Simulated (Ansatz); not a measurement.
Reaction (ligand exchange at the In–O bond): `C[O][InH][Cl]` + H–F → `[F][InH][Cl]` + CH₃OH

Computed with Ansatz on PBE0-D4/def2-TZVP structures; ΔE is electronic, products minus reactants. CCSD(T)/CBS is the MP2 limit (def2-TZVPP, def2-QZVPP) plus CCSD(T) − MP2 in def2-TZVPP, frozen cores. This one scheme is used for every species. Functionals use def2-TZVPP. B3LYP here is the variant with VWN-RPA as its local correlation; programs differ in this. def2 core potentials past Kr. For In outer-core shells are correlated without core-valence functions, which leaves a few kJ/mol of doubt a bond. Each species was taken in one conformer, which may not be the lowest.

`C[O][InH][Cl]`:

Cartesian coordinates in Å:
```
C -0.932 0.735 -0.571
O -0.712 -0.586 -0.142
In 0.949 -1.209 0.699
Cl 2.472 0.548 0.874
H -0.081 1.402 -0.392
H -1.146 0.743 -1.646
H -1.802 1.152 -0.050
H 1.253 -2.784 1.227
```

H–F:

Cartesian coordinates in Å:
```
F -0.427 -0.012 -0.170
H 0.427 0.012 0.170
```

`[F][InH][Cl]`:

Z-matrix (Å, degrees):
```
In
F 1 1.939
Cl 1 2.305 2 109.3
H 1 1.688 2 121.8 3 -180.0
```

CH₃OH:

Cartesian coordinates in Å:
```
C -0.021 0.277 0.223
O 0.425 -0.971 -0.256
H 0.497 0.462 1.164
H -1.100 0.289 0.419
H 0.219 1.099 -0.464
H -0.020 -1.155 -1.086
```

(1) Is it downhill or uphill in electronic energy at CCSD(T)/CBS, and by how much? (Estimate.)

(2) What do these levels give: ωB97X-V, r2SCAN, B3LYP, LC-ωPBE, HF/def2-SVP, MP2/def2-TZVPP? (Estimate.)

Largest T1 diagnostic among the species: 0.016.

Answers

(1) Ansatz gave: Downhill: ΔE = -0.26 eV.

(2) Computed: ωB97X-V -0.38, r2SCAN -0.37, B3LYP -0.43, LC-ωPBE -0.43, HF/def2-SVP -0.51, MP2/def2-TZVPP -0.21 eV.

The D4 term adds +0.08 eV with B3LYP and +0.04 eV with PBE0; it sums over pairs of atoms, weighted by their polarisabilities, and B3LYP, whose exchange is more repulsive, gets the larger term. Leaving LDA and LC-ωPBE aside and taking each functional with its dispersion term where it has one, the values, not all of them listed here, spread over 0.09 eV, from B97M-V to PBE-QIDH. LDA lies +0.13 eV from PBE without D4.
